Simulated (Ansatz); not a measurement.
AlF3H2Si, SMILES `F[Si](F)(F)[AlH2]`. Total charge 0; spin multiplicity 1. The geometry is a stationary point of PBE0-D4/def2-TZVP.

```xyz
7

F     0.490   -0.820   -1.991
Si    0.269    0.330   -0.919
F    -0.823    1.303   -1.540
F     1.628    1.154   -0.876
Al   -0.386   -0.493    1.312
H    -0.558   -2.045    1.556
H    -0.620    0.572    2.458
```

(1) What is the dipole moment at B3LYP/def2-TZVPP? (Best estimate.)

(2) And with PBE, r2SCAN, ωB97M-V? (Best estimate.)

(3) Give the Mulliken charges with B3LYP, PBE, ωB97M-V in def2-TZVPP. (An estimate is asked.)

Results:

(1) Computed: 2.34 D, with components (-0.62, -0.84, 2.10) D in this frame, pointing from negative to positive charge.

(2) Computed: PBE 2.16 D, r2SCAN 2.18 D, ωB97M-V 2.36 D.

(3) Ansatz gave: 
```
atom  B3LYP    PBE  ωB97M-V
  F1  -0.30  -0.26    -0.29
 Si2   0.79   0.68     0.74
  F3  -0.30  -0.26    -0.29
  F4  -0.30  -0.26    -0.29
 Al5   0.36   0.30     0.33
  H6  -0.12  -0.10    -0.10
  H7  -0.13  -0.10    -0.10
```

B3LYP here is the variant with VWN-RPA as its local correlation; programs differ in this.
